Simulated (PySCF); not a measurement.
Species: [WSF5]2- (charge -2 and doublet state).
Cartesian coordinates in Å at the PBE0-D3(BJ)/def2-SVP level; atoms count from 1:
```xyz
7
F5SW angstrom
W      0.000    0.001    0.105
S     -0.017   -0.012    2.337
F      0.010    0.005   -1.874
F      1.949    0.006   -0.129
F     -1.946   -0.003   -0.155
F     -0.003    1.949   -0.135
F      0.006   -1.946   -0.149
```

The calculation used PBE0-D3(BJ)/def2-SVP geometry optimisation, gas phase, def2 core potentials past Kr in PySCF 2.14.0.

Question: Which atoms are bound to W1, and at what distances?

Answer: 6 atoms: F6 1.963 Å, F4 1.963 Å, F5 1.963 Å, F7 1.963 Å, F3 1.979 Å, S2 2.232 Å.

Question: List the angles at W1.

Answer: 
| angle | degrees | distance of the outer atoms (Å) |
| --- | --- | --- |
| S2–W1–F3 | 179.8 | 4.21 |
| F4–W1–F5 | 165.5 | 3.89 |
| F6–W1–F7 | 165.5 | 3.89 |
| S2–W1–F6 | 97.4 | 3.15 |
| S2–W1–F4 | 97.3 | 3.15 |
| S2–W1–F5 | 97.2 | 3.15 |
| S2–W1–F7 | 97.1 | 3.15 |
| F5–W1–F7 | 89.1 | 2.75 |
| F4–W1–F6 | 89.1 | 2.75 |
| F4–W1–F7 | 89.1 | 2.75 |
| F5–W1–F6 | 89.1 | 2.75 |
| F3–W1–F4 | 82.9 | 2.61 |
| F3–W1–F6 | 82.8 | 2.61 |
| F3–W1–F7 | 82.7 | 2.60 |
| F3–W1–F5 | 82.7 | 2.60 |

Question: What is the shape at W1?

Answer: Distorted octahedral: the three widest angles are 179.8°, 165.5° and 165.5°, the others run from 82.7° to 97.4°. The W–F distances aren't all alike: 1.963 to 1.979 Å.

Question: What are the rotational constants (commonest isotopes, rigid rotor)?

Answer: A = 1754, B = 1324, C = 1324 MHz: a prolate symmetric top.

Point group: C4v (tolerance 0.08 Å). Charge -2, doublet. ⟨S²⟩ = 0.759 (exact for a doublet: 0.75). Whether so highly charged an anion holds all its electrons in the gas phase wasn't checked; a finite basis holds them in any case. No counter-ion or solvent screens the charge of this multiply charged ion. Stationary, but not proved a minimum.

For an open-shell metal species like this, the optimisation's SCF solution wasn't tested for stability and no frequencies at its level were run, so a lower state or another shape may exist.
